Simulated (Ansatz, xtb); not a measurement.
## Isomers of C4H9BS in order of energy

4 gas-phase structures of C4H9BS, from a drawn sample of its isomers (lower ones may exist). Each was relaxed with GFN2-xTB; where two conformers were screened, the lower at r2SCAN-D4/def2-SVP is listed:

A. `BSCCC=C`, a singlet
B. `C[C@@H]1BSCC1`, a singlet
C. `B1CCSCC1`, a singlet
D. a singlet given by its coordinates

D (Å):

```xyz
15

C     2.7622    0.9069   -0.1981
C     1.9059   -0.0053    0.6526
C     0.5025    0.0013    0.0533
C     0.1474    1.4517   -0.2490
B     2.6699    1.0085   -1.7621
S     1.7013    2.3398   -0.6635
H     1.9372    0.3332   -2.3826
H     3.5579    1.5445   -2.3159
H     3.6508    1.2614    0.3165
H     2.3270   -1.0125    0.6569
H     1.8711    0.3545    1.6861
H    -0.2278   -0.4339    0.7368
H     0.4976   -0.5816   -0.8670
H    -0.2599    1.9603    0.6248
H    -0.5473    1.5552   -1.0801
```

Close contacts (Å): C1–C2 1.51, C1–B5 1.57, C1–S6 1.84, C2–C3 1.53, C3–C4 1.52, C4–S6 1.84, B5–S6 1.98, C1–H9 1.09, C2–H10 1.09, C2–H11 1.09, C3–H12 1.09, C3–H13 1.09, C4–H14 1.09, C4–H15 1.09, B5–H7 1.17, B5–H8 1.18.

Which do you expect lowest at r2SCAN-D4/def2-SVP, and how would the others follow?

Calculated order at r2SCAN-D4/def2-SVP: B (0.0), D (24.1), C (29.1), A (33.9) kcal/mol.

Energies above the lowest of each column, in kcal/mol; the last columns are at PBE0-D3(BJ)/def2-SVP geometries and were run for some of them only (a dash: not run or not comparable):

| structure | GFN2-xTB | HF/STO-3G | r2SCAN-D4/def2-SVP | PBE0-D3(BJ)/def2-SVP | CCSD(T)/def2-SVP + ΔMP2/def2-TZVPP |
| --- | --- | --- | --- | --- | --- |
| B | 0.0 | 0.0 | 0.0 | 0.0 | 0.0 |
| D | 12.6 | 23.5 | 24.1 | 23.4 | 22.4 |
| C | 27.6 | 28.7 | 29.1 | 24.7 | 24.7 |
| A | 26.1 | 56.8 | 33.9 | – | – |

Every level run on B puts it lowest or level with the lowest. Flexible structures stand in one conformer each, not always the lowest. Frequencies (GFN2-xTB) were run for B, C, D alone. The ΔMP2 step shifts differences by up to 3.8 kcal/mol, which makes them less sure. ΔMP2 is the change of the MP2 energy from the smaller to the larger basis.

Over these structures GFN2-xTB departs from r2SCAN-D4/def2-SVP by 4.4 kcal/mol on average once a common shift is removed. A GFN2-xTB relaxation took about 0.11 s and the r2SCAN-D4/def2-SVP energy about 1.9 s on a shared host (Ansatz 0.2.0, xtb 6.7.1).
